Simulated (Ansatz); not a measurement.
`BCOC[SiH3]` + `CN[SiH](O)O` → `CN([SiH3])[SiH](O)O` + `BCOC`  (ligand exchange at the Si–C bond)

Program: Ansatz. Geometries: PBE0-D4/def2-TZVP. ΔE: electronic, gas phase. CBS: MP2 limit from def2 TZ/QZ plus the TZ coupled-cluster correction, frozen cores. Each species was taken in one conformer, which may not be the lowest.

`BCOC[SiH3]`:

Z-matrix (Å, degrees):
```
C
O 1 1.404
B 1 1.546 2 114.6
H 1 1.108 2 111.8 3 122.2
H 1 1.109 2 110.9 3 -122.9
C 2 1.413 1 113.7 3 -179.9
H 3 1.197 1 117.5 2 -178.6
H 3 1.194 1 122.2 2 1.7
Si 6 1.900 2 114.2 1 79.5
H 6 1.095 2 106.7 1 -161.5
H 6 1.101 2 110.9 1 -46.0
H 9 1.488 6 112.1 2 -61.8
H 9 1.486 6 109.8 2 58.9
H 9 1.488 6 108.5 2 178.5
```

`CN[SiH](O)O`:

```xyz
12

C     0.968   -0.951   -1.044
N    -0.049    0.077   -0.946
Si   -0.614    0.765    0.497
O    -1.329   -0.337    1.493
O     0.603    1.364    1.418
H     1.962   -0.546   -1.263
H     1.037   -1.487   -0.096
H     0.718   -1.686   -1.815
H    -0.210    0.585   -1.800
H    -1.561    1.827    0.080
H    -2.031   -0.866    1.111
H     0.506    1.256    2.366
```

`CN([SiH3])[SiH](O)O`:

Z-matrix (Å, degrees):
```
C
N 1 1.465
H 1 1.094 2 110.5
H 1 1.095 2 112.3 3 -120.0
H 1 1.094 2 110.9 3 118.8
Si 2 1.725 1 116.4 3 -162.8
Si 2 1.721 1 115.4 3 24.6
H 6 1.491 2 113.5 1 -75.3
H 6 1.487 2 109.6 1 163.7
H 6 1.488 2 108.6 1 44.2
O 7 1.634 2 114.3 1 62.7
O 7 1.638 2 109.3 1 -177.0
H 7 1.478 2 108.2 1 -52.2
H 11 0.959 7 117.7 2 72.4
H 12 0.958 7 118.5 2 41.9
```

`BCOC`:

```xyz
11

B     0.751   -0.103   -1.860
C     0.495   -0.097   -0.335
O    -0.828    0.178    0.042
C    -1.005    0.172    1.430
H    -0.117    0.112   -2.652
H     1.864   -0.333   -2.234
H     0.831   -1.074    0.068
H     1.200    0.627    0.123
H    -0.757   -0.807    1.865
H    -2.054    0.393    1.632
H    -0.380    0.932    1.921
```

```tsv
species	CCSD(T)/CBS(def2) energy (Eh)
`BCOC[SiH3]`	-470.50580
`CN[SiH](O)O`	-536.52860
`CN([SiH3])[SiH](O)O`	-826.82735
`BCOC`	-180.23463
```

(1) Work out ΔE.

Largest T1 diagnostic among the species: 0.012.

Results:

(1) ΔE = (-826.82735) + (-180.23463) − (-470.50580) − (-536.52860) = -0.02758 Eh = -72.4 kJ/mol.

From PBE to PBE0 (25 % exact exchange), in def2-TZVPP and without D4, ΔE moves by −4.7 kJ/mol. The D4 term adds −5.4 kJ/mol with B3LYP and −2.9 kJ/mol with PBE0; it sums over pairs of atoms, weighted by their polarisabilities, and B3LYP, whose exchange is more repulsive, gets the larger term.

B3LYP here is the variant with VWN-RPA as its local correlation; programs differ in this.
